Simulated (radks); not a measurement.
The numbers below are computed, except where a source is named.
Charge is removed step by step from the 3s down level of Ca+, starting from [Ne] 3s(up 1, down 1) 3p6 4s1. Level of theory: non-relativistic Kohn-Sham, r2SCAN, spin-polarised, spherical densities, point nucleus; open shells are filled with parallel spins first; meta-GGA in the generalised Kohn-Sham scheme (a radial shooting solver on a logarithmic mesh with Libxc functionals).

removed (e),E - E(0) (eV),eigenvalue (eV),E minus straight line (eV)
0,0.000,-55.175,0.000
0.125,7.011,-57.000,-0.814
0.25,14.251,-58.842,-1.398
0.375,21.722,-60.699,-1.752
0.5,29.426,-62.568,-1.872
0.625,37.365,-64.448,-1.758
0.75,45.539,-66.337,-1.409
0.875,53.949,-68.232,-0.823
1,62.597,-70.131,0.000

Removing the whole electron costs 62.597 eV by Delta-SCF, against 55.175 eV from minus the eigenvalue at the starting occupation. Slater's transition state (half an electron removed) gives 62.568 eV. Integrating minus the eigenvalue over the occupation (Janak's theorem) gives 62.597 eV. The mean slope of the eigenvalue, de/dn, is 15.0 eV per electron.
